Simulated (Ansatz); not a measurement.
Cost and result for the atomization energy of `BrCCBr` (8 atoms, 7 bonds).

Total charge 0; spin multiplicity 1. Correlated methods include outer-core shells of Br, which these sets cover unevenly. Scalar relativity is left out up to krypton. Geometry: relaxed with PBE0-D4/def2-TZVP. It is one conformer, not always the lowest. Program: Ansatz. Hardware: A = 2 threads of an AMD EPYC 7R13 on a shared host; B = 2 threads of an AMD EPYC 7R13 on a shared host and a share of an NVIDIA H100 80 GB. Times are those of one run each, without the atoms' runs, and a repeat can differ threefold. Electronic energies, without spin–orbit coupling; frozen cores. CCSD(T)/CBS adds CCSD(T) − MP2 in def2-TZVPP to the MP2 limit, and its time is that of the two runs behind it. T1 = 0.007. With those shells the extrapolation isn't a true limit. B3LYP takes the VWN-RPA correlation (the form of Gaussian; ORCA's B3LYP/G).

CCSD(T)/CBS is a level of theory with its own doubt, some kJ/mol a heavy atom from the limit and from the frozen cores, so smaller differences don't rank the functionals.

| level | functions | wall time | atomization (kcal/mol) | difference from CCSD(T)/CBS | per bond |
| --- | --- | --- | --- | --- | --- |
| PBE-D4/def2-TZVPP (with forces) [A] | 214 | 3.4 s | 662.6 | 13.3 | 1.9 |
| PBE0-D4/def2-TZVPP [A] | 214 | 4.6 s | 652.2 | 2.9 | 0.4 |
| r2SCAN-D4/def2-TZVPP (with forces) [A] | 214 | 6.5 s | 649.4 | 0.1 | 0.0 |
| CCSD(T)/def2-TZVPP [B] | 214 | 7.5 s | 631.8 | -17.5 | -2.5 |
| B3LYP-D4/def2-TZVPP (with forces) [A] | 214 | 7.5 s | 643.2 | -6.1 | -0.9 |
| B2PLYP/def2-TZVPP [A] | 214 | 8 s | 637.5 | -11.8 | -1.7 |
| MP2/def2-QZVPP [B] | 412 | 8 s | 654.1 | 4.8 | 0.7 |
| ωB97X-V/def2-TZVPP [A] | 214 | 12 s | 645.8 | -3.5 | -0.5 |
| CCSD(T)/CBS(def2) | – | 16 s | 649.3 | 0.0 | 0.0 |
| ωB97M-V/def2-TZVPP (with forces) [A] | 214 | 16 s | 645.0 | -4.3 | -0.6 |

From PBE to PBE0 (25 % exact exchange), in def2-TZVPP and without D4, the atomization energy moves by −9.7 kcal/mol: exact exchange takes away binding that semilocal exchange gives to molecules. In def2-TZVPP, CCSD(T) changes the Hartree–Fock value by +163.2 kcal/mol (the triples alone add +11.0 kcal/mol) and MP2 by +175.4 kcal/mol; breaking electron pairs costs correlation energy, which Hartree–Fock lacks. The D4 term adds +7.3 kcal/mol with B3LYP and +3.8 kcal/mol with PBE0; it sums over pairs of atoms, weighted by their polarisabilities, and B3LYP, whose exchange is more repulsive, gets the larger term.
